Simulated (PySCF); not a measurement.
# UHF on Kr²⁺ (krypton, charge +2)

Configuration: [Ar] 3d10 4s2 4p4, high-spin 3P determinant. All numbers are calculated (PySCF 2.14, the non-relativistic Hamiltonian (point nucleus), in def2-TZVP).

* Total energy: -2750.667490 hartree
* One-electron energy: -3797.7215 hartree
* Hartree (Coulomb) energy: 1140.2695 hartree
* Exchange energy: -93.2156 hartree
* Kinetic energy: 2750.57702 hartree
* ⟨S²⟩: 2.0083
* ⟨L²⟩: 2.031
* Sum of ⟨r⟩: 21.38 bohr
* Sum of ⟨r²⟩: 26.22 bohr²
* Traceless quadrupole moment −½Σ⟨3z² − r²⟩ along its main axis: -1.40 e·bohr²
* Density at the nucleus (Gaussians lack the cusp): 31400 bohr⁻³
* Spin density at the nucleus: 0.00794 bohr⁻³
* Langevin diamagnetic susceptibility: -20.8 ×10⁻⁶ cm³/mol
* Time after the integrals: 0.33 s of wall time on 1 thread of Neoverse-N1 (shared host)

| shell | electrons | mean orbital energy (hartree) | spread (hartree) | rms radius, mean of both spins (bohr) |
| --- | --- | --- | --- | --- |
| 1s α | 1 | -521.11779 | 0 | 0.0491 |
| 1s β | 1 | -521.10547 | 0 | 0.0491 |
| 2s α | 1 | -70.84595 | 0 | 0.203 |
| 2s β | 1 | -70.83882 | 0 | 0.203 |
| 2p α | 3 | -63.95567 | 0.01086 | 0.179 |
| 2p β | 3 | -63.94165 | 0.00425 | 0.179 |
| 3s α | 1 | -11.79202 | 0 | 0.576 |
| 3s β | 1 | -11.76885 | 0 | 0.576 |
| 3p α | 3 | -9.27480 | 0.03204 | 0.586 |
| 3p β | 3 | -9.24371 | 0.00498 | 0.586 |
| 3d α | 5 | -4.76214 | 0.02954 | 0.608 |
| 3d β | 5 | -4.74641 | 0.01542 | 0.608 |
| 4s α | 1 | -2.07077 | 0 | 1.66 |
| 4s β | 1 | -1.82076 | 0 | 1.66 |
| 4p α | 3 | -1.39086 | 0.08074 | 1.87 |
| 4p β | 1 | -1.29028 | 0 | 1.87 |
